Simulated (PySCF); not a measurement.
**Atomic charges by several schemes**

CH₁₁NSi₅.
Cartesian coordinates in Å at the GFN2-xTB level; atoms count from 1:
```xyz
18
CH11NSi5 angstrom
N     -3.724    1.928    2.101
C     -2.698    1.980    1.592
Si    -1.029    1.971    0.757
Si    -0.433   -0.235    0.273
Si    -2.257   -1.533   -0.379
Si     1.418   -0.307   -1.159
Si     3.520   -0.612   -0.243
H     -1.249    2.820   -0.420
H     -0.185    2.723    1.692
H      0.040   -0.768    1.577
H     -2.763   -1.061   -1.670
H     -1.873   -2.935   -0.562
H     -3.364   -1.502    0.574
H      1.153   -1.347   -2.167
H      1.396    0.938   -1.950
H      3.419   -0.805    1.206
H      4.215   -1.785   -0.778
H      4.405    0.536   -0.455
```

Density: PBE0/pcSseg-1 (PySCF); schemes: Mulliken, IAO, Hirshfeld and ESP-fitted. Geometry: GFN2-xTB, one conformer, isolated molecule. GFN2-xTB frequencies show an imaginary mode (34i cm⁻¹), so this geometry is no minimum at that level.

Do the Mulliken, IAO, Hirshfeld and ESP-fitted schemes agree on where the charge is highest?

The schemes don't all agree: Mulliken Si3 (+0.497); IAO Si3 (+0.473); Hirshfeld Si3 (+0.285); ESP-fitted Si7 (+0.247).

At which atom do the 4 schemes differ most?

At Si4: from -0.333 (Mulliken) to +0.096 e (Hirshfeld), 0.429 e apart.

Which atoms carry the lowest charge in the Mulliken, IAO, Hirshfeld and ESP-fitted schemes?

The schemes don't all agree: Mulliken Si4 (-0.333); IAO N1 (-0.201); Hirshfeld N1 (-0.202); ESP-fitted N1 (-0.402).

Give the atomic charges in each scheme.

In e:

| atom | environment | Mulliken | IAO | Hirshfeld | ESP-fitted |
| --- | --- | --- | --- | --- | --- |
| N1 | cyano nitrogen | -0.205 | -0.201 | -0.202 | -0.402 |
| C2 | cyano carbon | -0.192 | -0.147 | -0.036 | +0.203 |
| Si3 | SiH2 silicon | +0.497 | +0.473 | +0.285 | +0.215 |
| Si4 | SiH silicon | -0.333 | +0.007 | +0.096 | +0.052 |
| Si5 | SiH3 silicon | +0.293 | +0.332 | +0.227 | +0.209 |
| Si6 | SiH2 silicon | +0.011 | +0.149 | +0.151 | +0.157 |
| Si7 | SiH3 silicon | +0.225 | +0.310 | +0.225 | +0.247 |
| H8 | Si–H hydrogen | -0.030 | -0.085 | -0.062 | -0.051 |
| H9 | Si–H hydrogen | -0.028 | -0.077 | -0.056 | -0.038 |
| H10 | Si–H hydrogen | +0.044 | -0.065 | -0.072 | -0.061 |
| H11 | Si–H hydrogen | -0.052 | -0.096 | -0.072 | -0.070 |
| H12 | Si–H hydrogen | -0.047 | -0.090 | -0.068 | -0.059 |
| H13 | Si–H hydrogen | -0.025 | -0.079 | -0.061 | -0.034 |
| H14 | Si–H hydrogen | -0.004 | -0.076 | -0.071 | -0.072 |
| H15 | Si–H hydrogen | -0.011 | -0.082 | -0.075 | -0.074 |
| H16 | Si–H hydrogen | -0.050 | -0.096 | -0.074 | -0.085 |
| H17 | Si–H hydrogen | -0.044 | -0.088 | -0.067 | -0.068 |
| H18 | Si–H hydrogen | -0.047 | -0.090 | -0.069 | -0.071 |

Mean size of the charges over all atoms: IAO 0.141 e, ESP-fitted 0.120 e, Mulliken 0.119 e, Hirshfeld 0.109 e. Each set sums to the total charge, 0, to within 0.001 e. The ESP scheme fits charges at the nuclei, held to the total charge, to the electrostatic potential on points at 1.4 to 2.0 times the van der Waals radii. The Hirshfeld scheme divides the density at each point in proportion to the densities of the neutral, spherically averaged free atoms.

How many electrons does the Mulliken scheme count on Si5?

Z − q = 14 − (+0.293) = 13.707.

How closely do the schemes follow one another over all atoms?

Correlation coefficient and root-mean-square difference: IAO with Hirshfeld 0.96, 0.066 e; Hirshfeld with ESP-fitted 0.87, 0.077 e; Mulliken with IAO 0.84, 0.102 e; IAO with ESP-fitted 0.76, 0.120 e; Mulliken with Hirshfeld 0.70, 0.130 e; Mulliken with ESP-fitted 0.54, 0.162 e.
